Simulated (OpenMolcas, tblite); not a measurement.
## InPH4O (SMILES O[PH][InH2]): the dipole moment, rung by rung

InPH4O has 7 atoms, charge 0, and is taken as a singlet. As SMILES, `O[PH][InH2]`. The shape is that of a PBE0-D4/def2-TZVP optimisation. This is one conformer, not always the lowest.

```xyz
7

O    -1.8445    0.1469    0.0792
P    -0.6228   -0.3700   -0.9355
In    1.3969    0.3659    0.3459
H    -2.6343    0.3118   -0.4419
H    -0.4837   -1.7221   -0.4922
H     1.2782    1.6232    1.5180
H     2.9101   -0.3557   -0.0735
```

Each level gives the dipole moment (D). The values are calculated.

```csv
level,kind,program,value (D)
GFN2-xTB,semi-empirical,tblite,1.96
IPEA1-xTB,semi-empirical,tblite,1.66
HF/def2-SVPD (core potential),Hartree–Fock,OpenMolcas,0.44
BLYP/def2-SVPD (core potential),GGA,OpenMolcas,0.84
TPSS/def2-SVPD (core potential),meta-GGA,OpenMolcas,0.72
B3LYP/def2-SVPD (core potential),global hybrid,OpenMolcas,0.71
```

The values span 0.44 to 1.96 D. Magnitudes only.
